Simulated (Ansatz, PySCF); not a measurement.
Spin states of HIrO (SMILES [OH][Ir]), each relaxed with B3LYP-D3(BJ)/def2-TZVP.
State 1 (charge 0, multiplicity 3):
```xyz
3

Ir    -0.939    -0.648    -0.816
O      0.462    -0.134     0.313
H      0.444     0.829     0.433
```
State 2 (charge 0, multiplicity 5):
```xyz
3

Ir    -1.0054    -0.7721    -0.8828
O      0.3807    -0.0398     0.2647
H      0.5914     0.8592     0.5479
```

```
level                     energy of the multiplicity-5 state less that of the multiplicity-3 state (kcal/mol)  cost
------------------------  -----------------------------------------------------------------------------------  ----
SVWN5/def2-TZVPP                                                                                        26.23  ×0.4
PBE/def2-TZVPP                                                                                          22.85    ×1
BLYP-D3(BJ)/def2-TZVPP                                                                                  24.09    ×1
r2SCAN/def2-TZVPP                                                                                       16.09    ×3
r2SCAN-D3(BJ)/def2-TZVPP                                                                                16.09    ×3
r2SCAN-D4/def2-TZVPP                                                                                    16.09    ×3
r2SCANh/def2-TZVPP                                                                                      15.37    ×1
B3LYP-D4/def2-TZVPP                                                                                     22.01  ×0.5
PBE0/def2-TZVPP                                                                                         19.55  ×0.7
PBE0-D4/def2-TZVPP                                                                                      19.55  ×0.7
BHLYP-D3(BJ)/def2-TZVPP                                                                                 17.18  ×0.6
BHLYP-D4/def2-TZVPP                                                                                     17.19  ×0.6
wB97X-V/def2-TZVPP                                                                                      23.36    ×5
B2PLYP-D4/def2-TZVPP                                                                                    21.50    ×2
```

The rows run from 15.37 (r2SCANh/def2-TZVPP) to 26.23 kcal/mol (SVWN5/def2-TZVPP). The dispersion term adds 0.00 in r2SCAN-D3(BJ), 0.00 in r2SCAN-D4, 0.00 in PBE0-D4. The 6 functionals in def2-TZVPP without D3 or D4 span 10.86, from r2SCANh to SVWN5.

Singlets are restricted, other states unrestricted; no spin–orbit coupling, no relativity up to Kr; see below for the cores. The largest T1 diagnostic is 0.063.

Correlated levels freeze the inner cores; with def2 sets outer-core shells near the valence are correlated too.

Programs: Ansatz (an electronic-structure program); PySCF for the dispersion terms. Each number belongs to the level named beside it. In def2 rows elements past Kr take small-core potentials, without spin–orbit coupling.

Costs are rough ratios of core time to PBE/def2-TZVPP (about 22 s over the structures, on one shared machine); a dash marks a level with no comparable run of its own.
